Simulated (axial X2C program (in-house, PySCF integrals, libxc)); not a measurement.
Excited states of YP by EOM-EE-CCSD

Computed with an axial X2C code built on PySCF integrals: two-component X2C with atomic mean-field Coulomb and Gaunt terms, Gaussian nuclei, basis Y dyall-acv3z, P dyall-av3z with contracted cores.

R = 2.297 Å (near the PBE0 minimum at charge 0 of the determinant lowest at the starting distance; the state shown can have its own minimum elsewhere).

Hartree–Fock spinors of YP (one of each Kramers pair; a window near the gap, which can cut inner shells):

| ω | occupied | ε (eV) | character |
| --- | --- | --- | --- |
| 1/2 | yes | -17.15 | 62% P s, 13% Y d, 10% Y p |
| 1/2 | yes | -6.70 | 54% P p, 31% Y d, 7% Y p |
| 3/2 | yes | -6.66 | 54% P p, 32% Y d, 6% Y p |
| 1/2 | yes | -6.48 | 56% P p, 20% Y s, 12% Y d |
| 1/2 | no | -0.78 | 49% Y s, 23% Y p, 15% P p |
| 1/2 | no | 0.08 | 78% Y p, 17% Y d, 4% P p |
| 3/2 | no | 0.08 | 79% Y p, 17% Y d, 4% P p |
| 1/2 | no | 0.19 | 70% Y p, 20% Y s, 6% Y d |
| 1/2 | no | 0.53 | 50% Y s, 26% Y p, 22% Y d |
| 1/2 | no | 0.54 | 72% Y p, 16% Y d, 8% Y s |

Vertical excitation energies from the closed-shell determinant state of YP:

```
 Ω  excitation (eV)   cm⁻¹      hole of the leading pair  particle of the leading pair  weight of the pair (for Ω = 0 its time-reversed partner can hold as much again)  singles weight
0⁻            0.622   5014  56% P pσ, 21% Y sσ, 12% Y dσ  43% Y sσ, 17% P pσ, 16% Y dσ                                                                             0.47            0.95
 1            0.622   5014  56% P pσ, 21% Y sσ, 12% Y dσ  43% Y sσ, 17% P pσ, 16% Y dσ                                                                             0.94            0.95
 2            0.692   5583   54% P pπ, 32% Y dπ, 6% Y pπ  44% Y sσ, 24% Y dσ, 14% P pσ                                                                             0.92            0.93
 1            0.707   5701   54% P pπ, 32% Y dπ, 6% Y pπ  44% Y sσ, 24% Y dσ, 14% P pσ                                                                             0.54            0.93
0⁻            0.725   5844   54% P pπ, 31% Y dπ, 7% Y pπ  44% Y sσ, 24% Y dσ, 14% P pσ                                                                             0.46            0.93
0⁺            0.725   5848   54% P pπ, 31% Y dπ, 7% Y pπ  44% Y sσ, 24% Y dσ, 14% P pσ                                                                             0.46            0.93
 1            0.889   7170   54% P pπ, 31% Y dπ, 7% Y pπ  43% Y sσ, 24% Y dσ, 14% P pσ                                                                             0.54            0.91
0⁺            1.645  13268  56% P pσ, 20% Y sσ, 11% Y dσ   41% Y sσ, 38% Y dσ, 9% P pσ                                                                             0.43            0.89
 1            2.154  17376   54% P pπ, 32% Y dπ, 6% Y pπ   47% Y dπ, 37% Y pπ, 9% P pπ                                                                             0.48            0.92
0⁻            2.157  17395   51% P pπ, 29% Y dπ, 6% Y pπ   46% Y dπ, 36% Y pπ, 8% P pπ                                                                             0.21            0.92
```

This point took 81 s on 1 thread of Arm Neoverse V2, on a shared host.

Reference electrons by ω block (each with its −ω partner): 1/2: 19, 3/2: 7, 5/2: 1. 16 electrons of YP correlated (inner shells frozen), 88 natural virtual spinors (a truncated set); levels can be off by some tenths of an eV. Roots sought by Ω: (0: 5, 1: 4, 2: 3, 3: 1); the list ends where they run out and leaves out roots under 60 % singles weight. The solver can skip a root, and states that need a further excitation, which the method places far too high, are missing though they may lie low or lowest. T1 of the reference 0.036 (Lee–Taylor). Number of frozen shells: Y 3 s, 2 p, 1 d; P 2 s, 1 p. Large amplitudes in the reference (orbital relaxation or multireference character) lower the reliability.
